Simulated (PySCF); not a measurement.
## Which determinant of InBr lies lowest?

Unrestricted PBE0; basis In x2c-TZVPPall, Br x2c-TZVPPall; spin-free X2C with a Gaussian nucleus; PySCF 2.14. Outer shells of the fragments: In 4d10 5s2 5p1; Br 3d10 4s2 4p5.

Followed along the bond (rough minima from three points):

```csv
2Ms+1,unpaired,⟨S²⟩ at the start,R at minimum (Å),Te (eV)
1,none,0.00,2.57,0.00
3,"σ ↑, π ↑",2.01,2.53,3.25
```

Solutions found at the starting distance of 2.505 Å, counted from the lowest of them; the search is not exhaustive and high or unbound solutions are not listed, so other states can lie among these:

```csv
2Ms+1,unpaired,term,E (eV),⟨S²⟩,⟨Lz²⟩,μ (D)
1,none,¹Σ⁺,0.00,0.00,0.00,-3.06
3,"σ ↑, π ↑",³Π,3.23,2.01,1.00,-1.78
1,"σ ↑, π ↓",mixed,3.68,1.01,1.00,-1.29
3,π ↑↑,mixed,5.04,2.01,2.01,3.07
3,σ ↑↑,³Σ⁺,5.16,2.00,0.00,-0.71
3,π ↑↑,mixed,5.18,2.01,2.01,3.15
```

A term symbol is given only where ⟨S²⟩ and ⟨Lz²⟩ are close to those of a pure state; real π, δ and φ orbitals otherwise mix terms. A positive dipole means In(−)Br(+).

Spin–orbit coupling is left out. Counting both spins, an empty level lies below a filled one in some of these solutions, because spin and occupation are held.
